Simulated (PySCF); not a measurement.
AlHFBr, SMILES [AlH]([F])[Br].

The structure is a stationary point at ωB97X-D3(BJ)/def2-TZVP.

The numbers are results of TDA-B3LYP/def2-SVPD (PySCF), not measurements.

Vertical excitations.  State labels are in the subgroup Cs.

| state | symmetry | energy (eV) | λ (nm) | f | main pairs |
|---|---|---|---|---|---|
| S1 | A" | 5.97 | 208 | 0.002 | HOMO→LUMO 99 % |
| S2 | A' | 6.52 | 190 | 0.038 | HOMO−1→LUMO 55 %, HOMO→LUMO+1 39 % |
| S3 | A' | 6.63 | 187 | 0.041 | HOMO→LUMO+1 59 %, HOMO−1→LUMO 36 % |
| S4 | A" | 6.75 | 184 | 0.032 | HOMO−1→LUMO+1 85 %, HOMO−2→LUMO 14 % |
| S5 | A" | 6.92 | 179 | 0.047 | HOMO−2→LUMO 85 %, HOMO−1→LUMO+1 14 % |
| S6 | A' | 7.82 | 159 | 0.058 | HOMO−2→LUMO+1 59 %, HOMO→LUMO+2 35 % |
| S7 | A" | 8.21 | 151 | 0.014 | HOMO−1→LUMO+2 93 % |
| S8 | A' | 8.27 | 150 | 0.035 | HOMO→LUMO+3 96 % |
| S9 | A' | 8.39 | 148 | 0.382 | HOMO→LUMO+2 56 %, HOMO−2→LUMO+1 26 % |
| S10 | A" | 8.50 | 146 | 0.027 | HOMO−1→LUMO+3 91 % |
| T1 | A" | 5.80 | 214 | 0 | HOMO→LUMO 95 % |
| T2 | A' | 5.91 | 210 | 0 | HOMO−1→LUMO 98 % |
| T3 | A' | 6.21 | 200 | 0 | HOMO→LUMO+1 95 % |
| T4 | A" | 6.35 | 195 | 0 | HOMO−2→LUMO 71 %, HOMO−1→LUMO+1 24 % |
Triplets are in the Tamm–Dancoff approximation.
